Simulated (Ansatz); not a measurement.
Geometry optimisation, RKS PBE0-D4/6-31G* in Ansatz.

The input (input.yaml):

```yaml
crystal:
  periodic: [false, false, false]
  atoms:
    - { symbol: B, position_ang: [0.027477, -0.16111, -0.327955] }
    - { symbol: H, position_ang: [-0.347062, -0.651302, 0.699887] }
    - { symbol: "N", position_ang: [1.391747, -0.196471, -0.611289] }
    - { symbol: H, position_ang: [2.083031, -0.568838, 0.025874] }
    - { symbol: H, position_ang: [1.788895, 0.181233, -1.462317] }
    - { symbol: H, position_ang: [-0.744783, 0.279815, -1.129321] }
    - { symbol: O, position_ang: [-0.473052, 1.896382, 1.208111] }
    - { symbol: Si, position_ang: [0.795769, 2.296205, 2.217976] }
    - { symbol: H, position_ang: [1.604233, 1.090212, 2.583065] }
    - { symbol: H, position_ang: [1.65011, 3.274873, 1.497508] }
    - { symbol: H, position_ang: [0.318895, 2.917788, 3.492757] }
    - { symbol: H, position_ang: [-0.84676, 1.004213, 1.390103] }
basis:
  gaussian: { orbitals: "6-31G*" }
hamiltonian:
  xc: pbe0
  dispersion: d4
relax:
  f_tol: 0.03
  max_steps: 50
```

Launched with:

```bash
$ ansatz run input.yaml --threads 1 --pin off --max-ram 2048MiB --backend cpu --events-out ev --progress --plain --runs-dir out
```

Problem. Where does it end, and by what steps?

Solution. The run converged. The force dipped under the threshold on the way, but the program's further checks kept it going. After 41 steps the energy has fallen by 0.089 eV; H6 moved furthest, 1.51 Å.

```csv
step,energy less start (eV),largest force component (eV/Å),accepted
0,0.0000,0.832,yes
2,-0.0514,0.159,yes
4,-0.0580,0.103,yes
6,-0.0603,0.048,yes
8,-0.0612,0.023,yes
10,-0.0618,0.020,yes
12,-0.0625,0.065,yes
14,-0.0636,0.141,yes
16,-0.0641,0.039,yes
18,-0.0639,0.165,no
20,-0.0651,0.020,yes
22,-0.0660,0.116,no
24,-0.0675,0.046,yes
26,-0.0682,0.055,yes
28,-0.0693,0.080,yes
30,-0.0707,0.109,yes
32,-0.0730,0.180,yes
34,-0.0760,0.080,yes
36,-0.0796,0.185,yes
38,-0.0831,0.187,yes
40,-0.0867,0.100,yes
41,-0.0886,0.026,yes
```

```xyz
12
Properties=species:S:1:pos:R:3
B -0.107 -0.578 -0.477
H -0.711 -0.247 0.513
N 1.226 -0.222 -0.599
H 1.729 0.317 0.092
H 1.783 -0.468 -1.404
H -0.641 -1.213 -1.340
O -0.270 2.478 1.239
Si 0.917 2.420 2.391
H 2.069 1.563 1.959
H 1.406 3.809 2.570
H 0.454 1.882 3.703
H -0.606 1.622 0.938
```

Whether the end is a true minimum wasn't checked by a vibrational analysis.

The run took 85 s on 1 thread of Intel(R) Xeon(R) 6975P-C (Granite Rapids), with other jobs on the host, peak memory 0.18 GiB.
